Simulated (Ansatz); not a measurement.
LiAg6⁺. Total charge 1; singlet. Geometry r2SCAN-D4/def2-SVP.

```xyz
7

Li    1.0468    0.9016   -0.3119
Ag   -1.1270    0.5638   -2.0328
Ag   -1.4741    1.8278    0.4548
Ag    1.5646   -1.5151    0.9881
Ag   -0.9507   -0.8189    0.2833
Ag    0.7509   -1.5023   -1.7030
Ag    0.1894    0.5429    2.3216
```

In the def2 sets Ag takes a core potential; there is no spin–orbit coupling. The structure comes from a short search, and lower isomers may exist.

(1) Estimate the orbital energies around the gap (eV) in Ansatz with PBE-D4/def2-SVP, BLYP-D4/def2-TZVP, r2SCAN-D4/def2-TZVP, PBE0-D4/def2-SVP, PBE0-D4/def2-TZVP.

Results:

(1) 
| orbital | PBE-D4/def2-SVP | BLYP-D4/def2-TZVP | r2SCAN-D4/def2-TZVP | PBE0-D4/def2-SVP | PBE0-D4/def2-TZVP |
| --- | --- | --- | --- | --- | --- |
| HOMO−13 | -11.42 | -11.26 | -11.55 | -13.07 | -12.99 |
| HOMO−12 | -11.41 | -11.26 | -11.54 | -13.02 | -12.95 |
| HOMO−11 | -11.41 | -11.26 | -11.54 | -13.02 | -12.95 |
| HOMO−10 | -11.35 | -11.19 | -11.47 | -12.97 | -12.89 |
| HOMO−9 | -11.35 | -11.19 | -11.47 | -12.97 | -12.89 |
| HOMO−8 | -11.23 | -11.10 | -11.32 | -12.84 | -12.77 |
| HOMO−7 | -11.21 | -11.06 | -11.32 | -12.81 | -12.72 |
| HOMO−6 | -11.21 | -11.06 | -11.32 | -12.81 | -12.72 |
| HOMO−5 | -11.19 | -11.03 | -11.31 | -12.53 | -12.46 |
| HOMO−4 | -10.93 | -10.78 | -11.04 | -12.45 | -12.36 |
| HOMO−3 | -10.89 | -10.74 | -10.99 | -12.45 | -12.36 |
| HOMO−2 | -10.89 | -10.74 | -10.99 | -12.28 | -12.27 |
| HOMO−1 | -9.14 | -9.08 | -9.09 | -9.54 | -9.54 |
| HOMO | -9.14 | -9.08 | -9.09 | -9.54 | -9.54 |
| LUMO | -7.20 | -7.20 | -7.01 | -6.39 | -6.40 |
| LUMO+1 | -6.59 | -6.62 | -6.41 | -5.77 | -5.80 |
| LUMO+2 | -6.59 | -6.62 | -6.41 | -5.77 | -5.80 |
| LUMO+3 | -5.84 | -5.84 | -5.58 | -5.07 | -5.10 |
| LUMO+4 | -5.03 | -5.02 | -4.83 | -4.30 | -4.33 |
| LUMO+5 | -5.03 | -5.02 | -4.83 | -4.30 | -4.33 |
